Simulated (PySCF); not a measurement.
ethylmethylamine (C₃H₉N), SMILES CCNC.

Geometry: B3LYP-D3(BJ)/def2-SVP. One conformer was computed; it need not be the lowest.

Two levels are set side by side: TDA-PBE/def2-SVPD (PySCF) and TDA-B3LYP/def2-SVPD (PySCF). Vertical, same geometry. The lowest singlet is HOMO→LUMO 100 % with PBE and HOMO→LUMO 97 % with the other functional; states are paired by order. Differences are taken from unrounded values.

```tsv
quantity	TDA-PBE
lowest singlet excitation (eV)	5.13
lowest triplet excitation (TDA) (eV)	4.95
first bright state (f over 0.05) (eV)	6.93
its oscillator strength	0.09
```

Question: These are the TDA-PBE values. What does TDA-B3LYP give? (Estimate from the structure and the level; the computed values follow.)

Answer: 
| quantity | TDA-B3LYP | TDA-PBE minus TDA-B3LYP |
|---|---|---|
| lowest singlet excitation (eV) | 5.67 | -0.53 |
| lowest triplet excitation (TDA) (eV) | 5.46 | -0.51 |
| first bright state (f over 0.05) (eV) | 7.51 | -0.59 |
| its oscillator strength | 0.09 | -0.01 |

Functionals without exact exchange tend to place singlet excitations lower, as here. Differences between two approximate levels are no errors against the true value.

Rough cost on one machine, each run with all the roots and properties that it gave: TDA-B3LYP against TDA-PBE within a factor of 2.
